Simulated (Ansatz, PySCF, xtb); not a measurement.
Process, species as SMILES: c1cnccn1 + 4 C (CH4) + 2 N (NH3) -> C=C (C2H4) + 2 C=N (CH3N) + CC (C2H6) [ethane] + 2 CN (CH5N)
Geometries: B3LYP-D3(BJ)/def2-TZVP minima from Ansatz (a first-principles code). Unstable Hartree-Fock reference: c1cnccn1.

Wanted: bond separation energy (enthalpy at 298 K, with B3LYP-D3(BJ) rigid-rotor harmonic-oscillator terms from PySCF), in eV. Cores are frozen in the correlated levels unless marked. Spin-orbit coupling is left out. No relativistic terms. Basis-set limits of correlation are two-point, X^-3; Hartree-Fock from the larger set. The bracket is a focal-point correction in the basis named.

```csv
level,program,bond separation energy (eV)
GFN1-xTB,xtb,3.24
revPBE-D3(BJ)/def2-TZVPD,Ansatz + dftd3,3.13
B97M-V/def2-TZVPD,Ansatz,(withheld)
B3LYP/def2-TZVPD,Ansatz,3.02
PBE0-D4/def2-TZVP,Ansatz + dftd4,(withheld)
r2SCAN0/def2-TZVPD,Ansatz,(withheld)
LC-wPBE-D4/def2-TZVPD,Ansatz + dftd4,(withheld)
PBE-QIDH/def2-TZVPD,Ansatz,3.18
SCS-MP2/STO-3G,Ansatz,2.74
SCS-MP2/cc-pwCVTZ,Ansatz,3.02
CCSD/cc-pwCVTZ,Ansatz,2.78
"RI-MP2/CBS(cc-pVTZ,cc-pVQZ)+[CCSD(T)-MP2]/cc-pVTZ",Ansatz,2.94
```

Task: Some entries are withheld; supply them.

Result: 
- B97M-V/def2-TZVPD, bond separation energy (eV): 3.30
- PBE0-D4/def2-TZVP, bond separation energy (eV): 3.15
- r2SCAN0/def2-TZVPD, bond separation energy (eV): 3.21
- LC-wPBE-D4/def2-TZVPD, bond separation energy (eV): 3.01
